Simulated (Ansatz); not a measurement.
Reaction (redistribution): `Cl[SiH2]C#C[SiH2]Cl` + `C[SiH2]F` → `F[SiH2][SiH2]Cl` + `CC#C[SiH2]Cl`

Calculated with Ansatz (gas phase, PBE0-D4/def2-TZVP geometries, no zero-point term in ΔE). CCSD(T)/CBS is the MP2 limit (def2-TZVPP, def2-QZVPP) plus CCSD(T) − MP2 in def2-TZVPP, frozen cores. This one scheme is used for every species. Functionals use def2-TZVPP. One conformer a species, not always the lowest.

```
       level  ΔE (kcal/mol)
      r2SCAN           14.8
HF/CBS(def2)           16.8
```

(1) What does CCSD(T)/CBS give? (An estimate is asked.)

Largest T1 diagnostic among the species: 0.011.

Answers

(1) The calculation gave: +16.9 kcal/mol. The listed levels differ from it by -2.1, -0.1 kcal/mol.

From PBE to PBE0 (25 % exact exchange), in def2-TZVPP and without D4, ΔE moves by +1.0 kcal/mol.
